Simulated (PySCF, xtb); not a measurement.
H₃O, SMILES [OH3+], charge +1.

GFN2-xTB (xtb) at its own geometry gives an orbital gap of 13.85 eV.

Geometry: PBE0-D3(BJ)/def2-TZVPD. The isomer is the one that the SMILES or the coordinates give; other isomers of the formula were not compared.

Question: What does PySCF with HF/def2-TZVPD give? (Estimate from the structure and the level; the computed values follow.)

Answer: gap 21.45 eV (levels -25.95 and -4.50 eV).
